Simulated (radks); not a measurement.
Results of a calculation; reference values are marked as such.
Problem. The mean radii <r> (bohr) of the occupied orbitals of an atom or ion are listed with their occupations. Code: a radial shooting solver on a logarithmic mesh with Libxc functionals. Model: Dirac Kohn-Sham, relativistic LDA (MacDonald-Vosko exchange, VWN5 correlation), spin-unpolarised, spherical densities, finite nucleus; Fermi nuclear charge, rms radius of each element as measured or else 0.836 A^(1/3) + 0.57 fm.

orbital  occ.      <r>
1s1/2       2  0.03529
2s1/2       2   0.1538
2p1/2       2   0.1310
2p3/2       4   0.1356
3s1/2       2   0.4299
3p1/2       2   0.4240
3p3/2       4   0.4345
3d3/2       4   0.4129
3d5/2       6   0.4163
4s1/2       2    1.077
4p1/2       2    1.157
4p3/2       4    1.182
4d3/2       1    1.438

Name the element and its charge. Open shells, if any, fill j = l - 1/2 first.

Solution. Z = 42, molybdenum, charge +5: Mo5+ in [Kr] 4d1. The 1s radius gives Z: for a bare nucleus <r> = (2 gamma + 1)/(2Z) with gamma = sqrt(1 - (Z/c)^2), 0.03457 bohr for Z = 42, and screening makes it slightly larger (0.03529 here). The occupations add up to 37, and the charge is Z minus that.
